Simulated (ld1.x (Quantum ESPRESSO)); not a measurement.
## antimony: RRKJ pseudisation with PBE, non-relativistic reference atom.

```
Element                 : antimony
Generator               : ld1.x (Quantum ESPRESSO) 7.5
Type                    : norm-conserving RRKJ (Kleinman–Bylander form)
Functional              : PBE
Relativity              : non-relativistic
Frozen core             : [Kr] 4d10
Valence charge          : 5
Reference configuration : 5s2 5p3
Partial waves           : 5p (bound): rc 2.00 bohr; 5s (bound): rc 1.95 bohr
Local potential         : the s channel
Core correction         : Bessel-smoothed model core, default radius (core density twice the valence density)
```

All-electron outer shells of the reference configuration (PBE, non-relativistic, ld1.x):

```
shell  level (eV)  outermost node (bohr)  outermost maximum (bohr)
   4p      -99.42                   0.40                      0.77
   4d      -35.25                   0.38                      0.84
   5s      -11.90                   0.98                      1.98
   5p       -4.90                   1.06                      2.38
```

Q: Does the generator finish with these settings?

A: Yes, a potential is produced and its reference levels are reproduced.

Q: Estimate the cutoffs (Ry, on a coarse ladder) from which the occupation-weighted sum of valence levels, in a spherical-Bessel basis at the reference potential, stays within 10 and 1 mRy of its value at 400 Ry.

A: 21 Ry and 35 Ry.

Q: Does the potential have ghost states?

A: No extra level below or beside the all-electron valence levels (p, s, d, f tested).

Q: Which valence shell sets the plane-wave cutoff?

A: 5s: its level needs 30 Ry to come within 1 mRy, against 18 Ry for 5p.

Q: Tests: 5s2 5p2; 5s2 5p1; 5s2 5p0; 5s1 5p4; 5s1 5p0; 5s0 5p5; 5s1 5p3. Which has the largest error in its energy relative to the reference configuration, and how large is it?

A: 5s1 5p0, with -352 meV (all-electron minus pseudo) on +91.33 eV.
